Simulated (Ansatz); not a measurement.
Basis-set extrapolation for `FB(S)O[SiH3]` (PBE0-D4/def2-TZVP geometry, frozen core, Ansatz). Multiplicity 1, RHF reference.

```
                      def2-TZVPP   def2-QZVPP
                 HF  -888.085306  -888.115227
    MP2 correlation    -0.874387    -0.949206
CCSD(T) correlation    -0.948750    -1.019715
```

Energies in hartree. Use E(X) = E(∞) + A·exp(−7.88·√X) for Hartree–Fock and E(X) = E(∞) + B·X^(−2.97) for correlation, with X = 3 and 4.

Q: What is the CCSD(T) energy at the basis-set limit?

A: HF limit: -888.115227 + (-0.029921) × 0.13774 = -888.11935. Correlation limit: -1.019715 + (-0.070965) × 0.74074 = -1.07228. Total: -889.19163 hartree, 413.7 kJ/mol below CCSD(T)/def2-TZVPP.
